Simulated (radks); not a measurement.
The numbers below are computed, except where a source is named.
Problem. The table gives one normalised radial function P(r) = r R(r) (large component) of N2+ in [He] 2s2 3d1 (r in bohr). Level of theory: Dirac Kohn-Sham, SOGGA, spin-unpolarised, spherical densities, finite nucleus; open shells fill j = l - 1/2 first; Fermi nuclear charge, rms radius 2.5582 fm (a radial shooting solver on a logarithmic mesh with Libxc functionals).

r,P
0.008059,0.0009
0.01016,0.0014
0.01282,0.0022
0.01616,0.0035
0.02038,0.0055
0.02571,0.0085
0.03242,0.0133
0.04088,0.0205
0.05156,0.0314
0.06555,0.0484
0.08266,0.0728
0.1042,0.1078
0.1315,0.1572
0.1658,0.2245
0.2091,0.3129
0.2637,0.4232
0.3325,0.5521
0.4194,0.6897
0.5331,0.8223
0.6723,0.9170
0.8479,0.9453
1.069,0.8810
1.348,0.7238
1.701,0.5103
2.145,0.2994
2.705,0.1414
3.411,0.0511
4.336,0.0123
5.468,0.0020
6.896,0.0002
8.697,0.0000
10.97,0.0000

Which n and l does it have? It may be an empty orbital.

Solution. n = 2, l = 1: the number of nodes gives n - l - 1 = 0, the rise at small r points to l (this Dirac orbital starts outside the nucleus as r^gamma with gamma = sqrt((l + 1)^2 - (Z/c)^2) = 2.00; the j = 3/2 orbital of l + 1 starts with the same power, but with a smaller coefficient, and then steepens), and the extent must fit the shell. The curve is that of 2p3/2; the two j differ most near the nucleus, where j = l - 1/2 has the larger amplitude, and in heavy atoms j = l - 1/2 is also the more compact. 2p3/2 (empty): eigenvalue -47.170 eV, 0 radial nodes, <r> = 1.05 bohr, 90 % of the charge inside 1.72 bohr.
